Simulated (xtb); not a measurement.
C4H9NSi, SMILES CC#C[SiH2]CN. All values are semi-empirical tight-binding results from xtb (GFN2-xTB unless named), good for trends rather than for accurate numbers. Geometry: GFN2-xTB. This is a generated structure with no PubChem entry under its InChIKey; it may be hypothetical. One conformer was computed; it need not be the lowest.

Optimised geometry:

```xyz
15

C      3.0509     0.9548     1.0924
C      1.8362     0.2634     0.7205
C      0.8273    -0.3208     0.4123
Si    -0.7331    -1.1798    -0.0777
C     -2.0539     0.1731    -0.3524
N     -1.6786     1.0026    -1.4916
H      3.7128     0.2785     1.6332
H      3.5641     1.3125     0.1997
H      2.8171     1.8066     1.7314
H     -0.5101    -1.9227    -1.3196
H     -1.1596    -2.0535     1.0252
H     -2.2078     0.7566     0.5704
H     -3.0153    -0.2893    -0.5897
H     -2.3647     1.7352    -1.6466
H     -0.7868     1.4516    -1.3117
```

### Question
Estimate the properties. (The exact figures need the calculation; the answer reports its results.)

### Answer

The orbital gap is 4.20 eV, the dipole moment is 1.97 D and the zero-point energy is 72.6 kcal/mol. The G − E(el) at 298.15 K (modified RRHO) is 50.9 kcal/mol and the static polarisability (D4 model) comes out as 83.1 bohr³. The solvation energy, GFN2-xTB/ALPB(water) is -2.9 kcal/mol and the solvation energy, GFN2-xTB/ALPB(methanol) is -6.4 kcal/mol.

Computed atomic charges and the Wiberg bond orders between heavy atoms:
charges (e) C1 -0.09, C2 -0.02, C3 -0.15, Si4 0.46, C5 -0.07, N6 -0.35, H7 0.06, H8 0.06, H9 0.06, H10 -0.08, H11 -0.10, H12 -0.02, H13 0.00, H14 0.13, H15 0.13. Bond orders C1–C2 1.07, C2–C3 2.81, C3–Si4 0.95, Si4–C5 0.85, C5–N6 1.04.
